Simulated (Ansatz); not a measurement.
Job for Ansatz (a first-principles code): R-CCSD(T)/aug-cc-pVTZ on N2 (SMILES N#N).

Ansatz 0.2 input:
```yaml
crystal:
  periodic: [false, false, false]
  atoms:
    - {symbol: N, position_ang: [0.02028671, -0.00283959, 2.86884325]}
    - {symbol: N, position_ang: [0.03616433, -0.00290193, 3.95933179]}
basis:
  gaussian:
    orbitals: aug-cc-pVTZ
magnetization: {spin_polarized: false}
correlation: {method: ccsd_t, electrons: outside_noble_gas}
scf: {lower_state_search: off}
```

The log:

```
WARN ansatz: RAYON_NUM_THREADS=2 ignored (pool sized by the plan → 2); use --threads N
Functional definition: HF
these checks for a lower state are left out or cut short: stability, starts, cluster_reference, orbital_swaps, neighbouring_geometries, increment
integrals: 0.08 GiB planned
550 factors; integrals over basis functions are off by at most 9.2e-4 eV
mean field: 0.11 GiB planned
mean field evaluation 1: about -2965.3202 eV, gradient 1.1e1 eV
mean field evaluation 2: about -2965.3348 eV, gradient 1.2e1 eV
mean field evaluation 4: about -2965.6574 eV, gradient 6.0e-1 eV
mean field evaluation 8: about -2965.6583 eV, gradient 2.9e-4 eV
mean field -2965.65829623 eV, -108.9859321910 hartree, gradient 2.9e-6 eV, S^2 0.000000; 0 other end points of the search recorded, 0 dependent functions left out
2 core orbitals not correlated
reference -2965.65829623 eV, -108.9859321910 hartree; 5, 5 occupied and 85, 85 virtual orbitals, 550 factors
second order -10.27332095 eV of doubles, -0.00000000 eV of singles
coupled cluster: 0.21 GiB planned
cycle   1  -9.79639556 eV  change    4.8e-1 eV  update   8.1e-2
cycle   2  -10.15212267 eV  change   -3.6e-1 eV  update   2.5e-2
cycle   3  -10.21464499 eV  change   -6.3e-2 eV  update   9.9e-3
cycle   4  -10.21665418 eV  change   -2.0e-3 eV  update   2.3e-3
cycle   5  -10.21881615 eV  change   -2.2e-3 eV  update   6.3e-4
cycle   6  -10.21884175 eV  change   -2.6e-5 eV  update   1.3e-4
cycle   7  -10.21891011 eV  change   -6.8e-5 eV  update   2.7e-5
cycle   8  -10.21892014 eV  change   -1.0e-5 eV  update   6.8e-6
perturbative correction -0.51420682 eV, -0.0188967521 hartree
Total energy: -2976.39142319 eV, -109.3803673318 hartree
Checks for a lower state left out: stability, starts, cluster_reference, orbital_swaps, neighbouring_geometries, increment
```

The calculation finished and met its thresholds.

Cost: around 2.3 core-seconds (rough).
